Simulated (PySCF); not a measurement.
# One molecule, several mistakes: B2GeH6Si

Calculated results; nothing here was measured. They come from PySCF 2.14.0, an open-source quantum chemistry program, on an isolated molecule that a program drew, which may never have been made. The molecule is B2GeH6Si (charge 0, singlet), drawn as the SMILES string `[SiH3]B[BH][GeH]`.

Each row is a Hartree-Fock (HF) and frozen-core CCSD(T) single point in the cc-pV(D+d)Z basis, meant for a local HF minimum. Run 1 is clean. Each other run has one planted mistake out of seven kinds, and not every kind appears here: one electron removed, one electron added, multiplicity raised by two, geometry at a saddle point, minimal basis STO-3G, one bond length entered in bohr, all coordinates scaled. The reference is restricted for singlets and unrestricted otherwise, and also for a bond in bohr. Adding or removing an electron swaps singlet and doublet. Electrons count all cores. HOMO and LUMO are orbital energies over both spins, the gradient is its largest component, and the lowest frequency (negative if imaginary) is given only where the gradient is small. Bond lengths are over the 9 bonds as drawn. T1 is the CCSD diagnostic: over 0.02 (restricted) or 0.045 (unrestricted) a single reference is doubtful. Germanium has the cc-pVDZ-PP basis, with a core potential (ECP10MDF) in place of its 10 inner electrons, and its 3s, 3p and 3d shells are frozen in CCSD(T).

Geometry of the clean run:
```xyz
10
B2GeH6Si, angstrom
Si    1.7497    0.7015   -1.7146
B     1.1796   -1.1065   -0.9451
B    -0.2155   -1.3381   -0.0834
Ge   -0.5409   -1.1072    1.9728
H     0.7412    1.7752   -1.5284
H     3.0055    1.1376   -1.0486
H     2.0137    0.5673   -3.1702
H     1.9393   -2.0219   -1.1303
H    -1.2363   -1.6325   -0.6619
H    -0.2694   -2.6560    2.1813
```

| run | electrons | basis functions | <S^2> | HOMO (eV) | LUMO (eV) | gradient (hartree/bohr) | lowest frequency (cm^-1) | mean bond (Å) | longest bond (Å) | T1 | HF (hartree) | CCSD(T) (hartree) | mistake |
|---|---|---|---|---|---|---|---|---|---|---|---|---|---|
| 1 | 62 | 104 | 0.000 | -8.63 | 0.34 | 3.6e-06 | 53 | 1.5837 | 2.095 | 0.0198 | -635.08867 | -635.51211 | no fault |
| 2 | 61 | 104 | 0.786 | -15.32 | -6.61 | 2.5e-02 | - | 1.5837 | 2.095 | 0.0262 | -634.80982 | -635.20547 | one electron removed |
| 3 | 62 | 104 | 0.000 | -8.64 | 0.18 | 3.3e-02 | - | 1.7025 | 2.252 | 0.0192 | -635.05332 | -635.48070 | all coordinates scaled |
| 4 | 62 | 104 | 2.026 | -7.60 | -0.34 | 2.1e-02 | - | 1.5837 | 2.095 | 0.0206 | -635.05549 | -635.45963 | multiplicity raised by two |
| 5 | 62 | 104 | 0.918 | -8.40 | 0.17 | 8.9e-03 | - | 1.7307 | 2.810 | 0.0549 | -634.98190 | -635.39496 | ? |

**Which mistake was planted in run 5, and what did it cost?**

The mean bond changes by a factor of 1.093 and the longest by 1.341, so the molecule wasn't scaled as a whole. A length L in bohr read as angstrom grows by (1/0.5292 - 1) L = 0.890 L. The 9 bonds together grew by 9 x 0.1470 = 1.323 Å, which gives L = 1.487 Å. That is the length of one of the H-Si bonds, 1.487 Å in the clean geometry. So the mistake is: one bond length entered in bohr. Subtracting run 1 and multiplying by 627.51 kcal/mol a hartree, the energy moved by 67.0 kcal/mol in HF and 73.5 kcal/mol in CCSD(T).

Cautions from the logs. Run 5: T1 is over the limit, so its CCSD(T) energy is less reliable.
